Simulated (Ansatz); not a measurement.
`[F][GeH]([Cl])[GeH3]` + H₂ → `[F][GeH2][Cl]` + GeH₄ at 400 K and 1 bar (hydrogenolysis of a Ge–Ge bond).

Gas-phase electronic energies from Ansatz, PBE0-D4/def2-TZVP geometries. CCSD(T)/CBS adds triple-zeta CCSD(T) − MP2 to the extrapolated MP2 energy (def2 sets, frozen cores). This one scheme is used for every species. For Ge outer-core shells are correlated without core-valence functions, which leaves a few kJ/mol of doubt a bond. Scalar relativity is left out up to krypton.

```csv
species,CCSD(T)/CBS energy (Eh),H − E (kJ/mol),S (J/(mol·K))
`[F][GeH]([Cl])[GeH3]`,-4714.27861,126.0,406.8
H₂,-1.17544,38.0,139.0
`[F][GeH2][Cl]`,-2636.95386,72.2,315.0
GeH₄,-2078.49493,93.6,231.8
```

H − E and S are ideal-gas, rigid-rotor, harmonic terms from PBE0-D4/def2-TZVP, for one conformer and one mirror image of each species. The MP2-based limit puts H₂ 0.8 mEh under its directly extrapolated value; such offsets cancel only in part. 1 Eh = 2625.50 kJ/mol, R = 8.31446 J/(mol·K).

Task: By hand: ΔE, ΔH, ΔS and ΔG.

Result: ΔE = (-2636.95386) + (-2078.49493) − (-4714.27861) − (-1.17544) = 0.00526 Eh = 13.8 kJ/mol. Δ(H − E) = 72.2 + 93.6 − 126.0 − 38.0 = 1.8, so ΔH = 15.6 kJ/mol. ΔS = 315.0 + 231.8 − 406.8 − 139.0 = 1.0 J/(mol·K). ΔG = 15.6 − 400 × (1.0)/1000 = 15.2 kJ/mol.

Task: By hand: the equilibrium constant, and the temperature at which ΔG would vanish if ΔH and ΔS stayed fixed.

Result: log₁₀ K = −ΔG/(RT ln 10) = -2.0. ΔG = 0 at ΔH/ΔS = 15600 K, far beyond where these terms or the molecules hold.

The number of gas molecules stays the same, so ΔS is small and ΔH decides. A doubt of 5 kJ/mol in ΔE shifts log₁₀ K by 0.7 here. Other conformers and mirror images would add mixing entropy, several J/(mol·K) or more a flexible species. These are equilibria of isolated gas molecules and say nothing of rates. Largest T1 diagnostic: 0.012 (customary marks: 0.02 for closed shells, 0.045 for open ones).
